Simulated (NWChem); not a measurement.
Molecule: BH₂Cl; SMILES BCl

Program: NWChem. Pople sets run with spherical d functions. All runs use the structure optimised with PBE0-D3(BJ)/def2-TZVP. B3LYP is NWChem's, with the RPA form of VWN correlation. Vertical excitations in the gas phase; the lowest state need not have the same character in each row.

Problem. Order these by “lowest excitation, singlet (eV)”, lowest first: B3LYP/6-31+G*, TDA; Hartree-Fock/6-31+G*, CIS; LDA (Slater exchange, VWN5)/6-31+G*, TDA.

Solution. LDA (Slater exchange, VWN5)/6-31+G*, TDA (4.45), B3LYP/6-31+G*, TDA (4.99), Hartree-Fock/6-31+G*, CIS (6.27)
